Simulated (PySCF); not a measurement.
Level of theory: PBE-D3(BJ)/def2-TZVP // PBE0-D3(BJ)/def2-TZVP in PySCF 2.14.0. Gas-phase values, no solvent. One relaxed conformer stands for a flexible species; it need not be the lowest. 

Reference species (SMILES): `S[NH+]` (excited triplet; H–N–S–H torsion 101°) (charge +1, multiplicity 3).

```
Property                           Value
-----------------------------  ---------
highest occupied spin orbital  -13.72 eV
```

Changed species: `B[NH+]` (excited triplet) (X = boryl, multiplicity 3; the reference has X = mercapto, multiplicity 3).

Question: Give the shifts of the highest occupied spin orbital.

Answer: the highest occupied spin orbital decreases by 1.34 eV, to -15.06 eV.
